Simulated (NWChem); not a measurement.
System: C$_{2}$H$_{4}$Cl$_{2}$Si; SMILES C=C(Cl)[SiH2]Cl

```xyz
9

C     -1.4842    -1.6285    -0.6951
C     -0.4800    -0.9564    -0.0995
Cl     1.1157    -1.6696     0.0642
Si    -0.6466     0.7700     0.6320
Cl     0.6015     2.0921    -0.3775
H     -2.4741    -1.1552    -0.7932
H     -1.3544    -2.6471    -1.0950
H     -2.0698     1.2153     0.4677
H     -0.2373     0.7554     2.0728
```
Atoms are numbered in this order, from 1.

Level: PBE-D3(BJ)/def2-SVP (NWChem), optimised geometry, unscaled harmonic frequencies. 

Task: List the harmonic frequencies with IR intensities, and the thermochemistry.

Result: 
```tsv
frequency (cm⁻¹)	IR intensity (km/mol)
52	0.3
107	0.3
206	2.2
320	4.5
401	11.4
516	33.1
556	59.6
590	23.6
677	0.2
710	1.7
774	17.5
847	253.0
883	30.9
907	101.4
1070	22.7
1336	12.3
1610	19.3
2182	82.3
2201	86.3
3074	0.2
3176	0.1
```

| Quantity | Value |
|---|---|
| zero-point energy | 31.7 kcal/mol |
| thermal correction to the enthalpy at 298.15 K (with zero-point energy) | 36.5 kcal/mol |
| heat capacity Cv | 22.7 cal/(mol K) |
| entropy at 298.15 K and 1 atm (symmetry number 1) | 84.1 cal/(mol K) |
| dipole moment | 1.96 D |

Rigid rotor and harmonic oscillator; modes under 100 cm⁻¹ make the entropy uncertain.
